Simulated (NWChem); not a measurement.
System: Si$_{2}$H$_{5}$F; SMILES F[SiH2][SiH3]

Input file for NWChem:

```
start job
memory heap 200 mb stack 900 mb global 1100 mb
geometry units angstroms noautosym nocenter noautoz
  Si    -0.196719    -1.501382    -0.002778
  Si     0.506834     0.742590    -0.005944
  F     -0.816175     1.722533     0.013552
  H      1.022669    -2.386445    -0.022231
  H     -1.032997    -1.795408    -1.218088
  H     -0.999170    -1.802669     1.233379
  H      1.338771     1.050912     1.209421
  H      1.307376     1.057257    -1.240616
end
basis spherical
  Si library 6-31g*
  F library 6-31g*
  H library 6-31g*
end
dft
  xc hfexch
  iterations 150
  mulliken
end
task dft energy
esp
  recalculate
  probe 0.07
  range 0.3
  factor 1.0
  spacing 0.02
end
task esp
```

Parts of the log:

```
             Northwest Computational Chemistry Package (NWChem) 7.3.0
             --------------------------------------------------------

                             Geometry "geometry" -> ""
                             -------------------------

 Output coordinates in angstroms (scale by  1.889725989 to convert to a.u.)

  No.       Tag          Charge          X              Y              Z
 ---- ---------------- ---------- -------------- -------------- --------------
    1 Si                  14.0000    -0.19671900    -1.50138200    -0.00277800
    2 Si                  14.0000     0.50683400     0.74259000    -0.00594400
    3 F                    9.0000    -0.81617500     1.72253300     0.01355200
    4 H                    1.0000     1.02266900    -2.38644500    -0.02223100
    5 H                    1.0000    -1.03299700    -1.79540800    -1.21808800
    6 H                    1.0000    -0.99917000    -1.80266900     1.23337900
    7 H                    1.0000     1.33877100     1.05091200     1.20942100
    8 H                    1.0000     1.30737600     1.05725700    -1.24061600

 Effective nuclear repulsion energy (a.u.)     150.1031701559

  xc_inp: hfexch multiplicative factor not found.

                                 NWChem DFT Module
                                 -----------------

 Summary of "ao basis" -> "ao basis" (spherical)
 ------------------------------------------------------------------------------
       Tag                 Description            Shells   Functions and Types
 ---------------- ------------------------------  ------  ---------------------
 Si                          6-31g*                  8       18   4s3p1d
 F                           6-31g*                  6       14   3s2p1d
 H                           6-31g*                  2        2   2s

            General Information
            -------------------
          SCF calculation type: DFT
          Wavefunction type:  closed shell.
          No. of atoms     :     8
          No. of electrons :    42
           Alpha electrons :    21
            Beta electrons :    21
          Charge           :     0
          Spin multiplicity:     1
          Use of symmetry is: off; symmetry adaption is: off
          Maximum number of iterations: 150
          AO basis - number of functions:    60
                     number of shells:    32
          Convergence on energy requested:  1.00D-06
          Convergence on density requested:  1.00D-05
          Convergence on gradient requested:  5.00D-04

              XC Information
              --------------
                     Hartree-Fock (Exact) Exchange  1.000

      Superposition of Atomic Density Guess
      -------------------------------------

 Sum of atomic energies:        -679.49810976

      Non-variational initial energy
      ------------------------------

 Total energy =    -680.074072
 1-e energy   =   -1241.656836
 2-e energy   =     411.479595
 HOMO         =      -0.316160
 LUMO         =       0.019827

     ---------------------------------------------
      Total Density - Mulliken Population Analysis
     ---------------------------------------------

    Atom       Charge   Shell Charges
 -----------   ------   -------------------------------------------------------
    1 Si  14    13.92   2.00  2.00  5.97  1.00  1.80  0.38  0.69  0.09
    2 Si  14    13.17   2.00  2.00  5.97  0.94  1.42  0.30  0.40  0.14
    3 F    9     9.64   2.00  0.95  3.48  1.01  2.20  0.01
    4 H    1     1.04   0.46  0.58
    5 H    1     1.04   0.46  0.58
    6 H    1     1.04   0.46  0.58
    7 H    1     1.08   0.47  0.61
    8 H    1     1.08   0.47  0.61

   convergence    iter        energy       DeltaE   RMS-Dens  Diis-err
 ---------------- ----- ----------------- --------- --------- ---------
 d= 0,ls=0.0,diis     1   -680.1622711057 -8.30D+02  9.36D-03  3.72D-01
 d= 0,ls=0.0,diis     2   -680.2078730141 -4.56D-02  2.85D-03  1.24D-01
 d= 0,ls=0.0,diis     3   -680.2187192041 -1.08D-02  1.30D-03  3.33D-03
 d= 0,ls=0.0,diis     4   -680.2196062440 -8.87D-04  2.93D-04  8.52D-05
 d= 0,ls=0.0,diis     5   -680.2196366440 -3.04D-05  7.48D-05  3.35D-06
  Resetting Diis
 d= 0,ls=0.0,diis     6   -680.2196380846 -1.44D-06  1.56D-05  1.08D-07
 d= 0,ls=0.0,diis     7   -680.2196381374 -5.28D-08  2.08D-06  4.20D-09

         Total DFT energy =     -680.219638137437
      One electron energy =    -1243.651902515265
           Coulomb energy =      465.984670423221
    Exchange-Corr. energy =      -52.655576201247
 Nuclear repulsion energy =      150.103170155854

 Numeric. integr. density =        0.000000000000

                       DFT Final Molecular Orbital Analysis
                       ------------------------------------

 Vector   19  Occ=2.000000D+00  E=-4.906051D-01
              MO Center=  1.9D-01, -2.0D+00, -1.1D-02, r^2= 2.2D+00
   Bfn.  Coefficient  Atom+Function         Bfn.  Coefficient  Atom+Function
  ----- ------------  ---------------      ----- ------------  ---------------
     7      0.378385  1 Si px                52      0.346903  4 H  s
    51      0.268478  4 H  s                 54     -0.168310  5 H  s
    56     -0.167538  6 H  s                  3     -0.155957  1 Si px
    53     -0.132610  5 H  s                 55     -0.131984  6 H  s
     8     -0.116670  1 Si py                16     -0.066745  1 Si d  0

 Vector   20  Occ=2.000000D+00  E=-4.767510D-01
              MO Center=  2.4D-01, -1.8D-01, -4.2D-03, r^2= 4.9D+00
   Bfn.  Coefficient  Atom+Function         Bfn.  Coefficient  Atom+Function
  ----- ------------  ---------------      ----- ------------  ---------------
    27     -0.281807  2 Si pz                 9      0.259539  1 Si pz
    58     -0.259345  7 H  s                 60      0.259377  8 H  s
    54     -0.215443  5 H  s                 56      0.215714  6 H  s
    57     -0.178392  7 H  s                 59      0.178403  8 H  s
    53     -0.157258  5 H  s                 55      0.157468  6 H  s

 Vector   21  Occ=2.000000D+00  E=-4.122093D-01
              MO Center=  2.0D-01, -3.5D-01, -4.8D-03, r^2= 3.1D+00
   Bfn.  Coefficient  Atom+Function         Bfn.  Coefficient  Atom+Function
  ----- ------------  ---------------      ----- ------------  ---------------
     8      0.395348  1 Si py                26     -0.357058  2 Si py
    25     -0.192632  2 Si px                58     -0.166551  7 H  s
    60     -0.166536  8 H  s                  4     -0.151918  1 Si py
    40      0.140477  3 F  py                22      0.133946  2 Si py
    52     -0.133856  4 H  s                 24      0.132957  2 Si s

 Vector   22  Occ=0.000000D+00  E= 1.054985D-01
              MO Center=  2.7D-01,  1.1D-01, -4.3D-03, r^2= 5.0D+00
   Bfn.  Coefficient  Atom+Function         Bfn.  Coefficient  Atom+Function
  ----- ------------  ---------------      ----- ------------  ---------------
    30      0.736421  2 Si py                10      0.582403  1 Si s
    28     -0.518185  2 Si s                 29     -0.520115  2 Si px
    12      0.490357  1 Si py                52      0.488940  4 H  s
    11     -0.405262  1 Si px                42     -0.365391  3 F  s
    54     -0.305491  5 H  s                 56     -0.304147  6 H  s

 Vector   23  Occ=0.000000D+00  E= 1.387396D-01
              MO Center=  1.9D-01, -8.5D-01, -7.0D-03, r^2= 4.7D+00
   Bfn.  Coefficient  Atom+Function         Bfn.  Coefficient  Atom+Function
  ----- ------------  ---------------      ----- ------------  ---------------
    13      1.121883  1 Si pz                54      0.789412  5 H  s
    56     -0.790458  6 H  s                 31      0.419066  2 Si pz
    58     -0.420068  7 H  s                 60      0.419658  8 H  s
     9      0.159274  1 Si pz                27      0.128946  2 Si pz
    53      0.094411  5 H  s                 55     -0.094509  6 H  s

 Vector   24  Occ=0.000000D+00  E= 1.479810D-01
              MO Center= -8.4D-03, -1.3D+00, -4.5D-03, r^2= 7.1D+00
   Bfn.  Coefficient  Atom+Function         Bfn.  Coefficient  Atom+Function
  ----- ------------  ---------------      ----- ------------  ---------------
    12      1.632041  1 Si py                28     -1.395033  2 Si s
    30      1.068088  2 Si py                10      1.012066  1 Si s
    29      0.670512  2 Si px                11      0.476477  1 Si px
    24     -0.305061  2 Si s                 26      0.213432  2 Si py
    56      0.178407  6 H  s                 54      0.177359  5 H  s

     ---------------------------------------------
      Total Density - Mulliken Population Analysis
     ---------------------------------------------

    Atom       Charge   Shell Charges
 -----------   ------   -------------------------------------------------------
    1 Si  14    13.67   2.00  2.00  5.98  0.94  1.92  0.32  0.36  0.15
    2 Si  14    13.09   2.00  2.00  5.98  0.90  1.64  0.17  0.17  0.22
    3 F    9     9.55   2.00  0.92  3.29  1.05  2.28  0.01
    4 H    1     1.13   0.49  0.64
    5 H    1     1.12   0.49  0.63
    6 H    1     1.12   0.49  0.63
    7 H    1     1.16   0.50  0.66
    8 H    1     1.16   0.50  0.66

     -------------------------------------------
      Total Density - Lowdin Population Analysis
     -------------------------------------------

    Atom       Charge   Shell Charges
 -----------   ------   -------------------------------------------------------
    1 Si  14    13.84   2.00  1.98  5.90  0.68  1.74  0.40  0.95  0.18
    2 Si  14    13.48   2.00  1.98  5.89  0.65  1.53  0.37  0.73  0.32
    3 F    9     9.37   1.99  0.93  3.19  0.87  2.38  0.02
    4 H    1     1.06   0.49  0.57
    5 H    1     1.05   0.49  0.56
    6 H    1     1.05   0.49  0.56
    7 H    1     1.08   0.50  0.57
    8 H    1     1.08   0.50  0.57

     Multipole analysis of the density
     ---------------------------------

     L   x y z        total         alpha         beta         nuclear
     -   - - -        -----         -----         ----         -------
     0   0 0 0     -0.000000    -21.000000    -21.000000     42.000000

     1   1 0 0      0.478279      1.531066      1.531066     -2.583853
     1   0 1 0     -0.414862     -1.155465     -1.155465      1.896068
     1   0 0 1     -0.007165      0.032582      0.032582     -0.072329

     2   2 0 0    -26.506701    -43.154223    -43.154223     59.801746
     2   1 1 0      1.322335     -0.687858     -0.687858      2.698051
     2   1 0 1      0.009786      0.243612      0.243612     -0.477437
     2   0 2 0    -28.508081   -157.762156   -157.762156    287.016232
     2   0 1 1     -0.022719     -0.337539     -0.337539      0.652359
     2   0 0 2    -25.917720    -23.689085    -23.689085     21.460451

                     NWChem Electrostatic Potential Fit Module
                     -----------------------------------------

 Atom parameters

 Number of atoms is                                    8
 Number of basis functions is                         60

 Grid parameters

 Maximum number of grid points is                  41743
 Number of grid points is                          41742
 Grid range                                     0.300000 nm
 Grid spacing                                   0.020000 nm
 Probe radius                                   0.070000 nm
 Atom radius factor                             1.000000

 Atomic radii

    1    0.100000
    9    0.128000
   14    0.187000
 FASTESP  F
  using M.O. file = ./job.movecs

    Atom              Coordinates                           Charge

                                                  ESP

    1 Si   -0.019672   -0.150138   -0.000278    0.262674
    2 Si    0.050683    0.074259   -0.000594    0.691413
    3 F    -0.081618    0.172253    0.001355   -0.361916
    4 H     0.102267   -0.238645   -0.002223   -0.109832
    5 H    -0.103300   -0.179541   -0.121809   -0.088880
    6 H    -0.099917   -0.180267    0.123338   -0.089703
    7 H     0.133877    0.105091    0.120942   -0.151580
    8 H     0.130738    0.105726   -0.124062   -0.152176
                                            ------------
                                                0.000000

 Dipole moment                                  0.672091

 Quadrupole moment Qxx                          1.042200
                   Qyy                         -4.784767
                   Qzz                          3.742566

 RMS deviation kJ/mol                           0.055391

 RRMS %                                        31.772435
```

Level: Hartree-Fock/6-31G* (spherical d). All runs use the structure optimised with PBE-D3(BJ)/def2-SVP.
